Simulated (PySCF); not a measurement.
C2H5FGeO2.
Numbering: `[O:1]=[C:2]([OH:3])[GeH2:4][CH2:5][F:6]` (hydrogens: H7 on O3; H8, H9 on Ge4; H10, H11 on C5)

Method used: PBE0-D3(BJ)/def2-SVP geometry optimisation, gas phase (PySCF).

(1) List the bond lengths, angles and torsions at this level.

Results:

(1) 
```json
{"bond": "O1=C2", "length (Å)": "1.202", "order": "double"}
{"bond": "C2–O3", "length (Å)": "1.337", "order": "single"}
{"bond": "C2–Ge4", "length (Å)": "1.990", "order": "single"}
{"bond": "Ge4–C5", "length (Å)": "1.963", "order": "single"}
{"bond": "C5–F6", "length (Å)": "1.376", "order": "single"}
{"bond": "O3–H7", "length (Å)": "0.974", "order": "single"}
{"bond": "Ge4–H8, Ge4–H9", "length (Å)": "1.536", "order": "single"}
{"bond": "C5–H10, C5–H11", "length (Å)": "1.103", "order": "single"}
```

Bonds in one row agree within 0.01 Å and their mean is given. Orders are formal, as drawn. A selection of angles:
```json
{"angle": "O1–C2–O3", "degrees": "123.2"}
{"angle": "O1–C2–Ge4", "degrees": "122.4"}
{"angle": "O3–C2–Ge4", "degrees": "114.4"}
{"angle": "C2–O3–H7", "degrees": "106.9"}
{"angle": "C2–Ge4–C5", "degrees": "104.1"}
{"angle": "C2–Ge4–H8", "degrees": "107.2"}
{"angle": "C2–Ge4–H9", "degrees": "111.6"}
{"angle": "C5–Ge4–H8", "degrees": "110.9"}
{"angle": "H8–Ge4–H9", "degrees": "111.2"}
{"angle": "Ge4–C5–F6", "degrees": "108.6"}
{"angle": "Ge4–C5–H10", "degrees": "111.8"}
{"angle": "Ge4–C5–H11", "degrees": "108.9"}
{"angle": "F6–C5–H10", "degrees": "109.5"}
{"angle": "H10–C5–H11", "degrees": "108.7"}
```

Torsions: O1–C2–Ge4–C5 35° (synclinal); C2–Ge4–C5–F6 71° (synclinal); H7–O3–C2–O1 0° (synperiplanar). The mirror-image conformer, all signs reversed, is as good.

The 2 C–Ge bonds span 1.963 Å (Ge4–C5, drawn single) to 1.990 Å (C2–Ge4, drawn single), a spread of 0.027 Å. Ge4 (germanium bonded to 2 C and 2 H) is distorted tetrahedral (angles from 104.1° to 111.6°). The C–O distances run from 1.202 Å (O1=C2, drawn double) to 1.337 Å (C2–O3, drawn single), a spread of 0.135 Å.

Point group: C1 (no symmetry element, even within 0.4 Å). Not checked by PBE0-D3(BJ)/def2-SVP frequencies. One conformer, not necessarily the lowest (O1–C2–O3–H 0°, O1–C2–Ge4–C5 35°, C2–Ge4–C5–F6 71°).
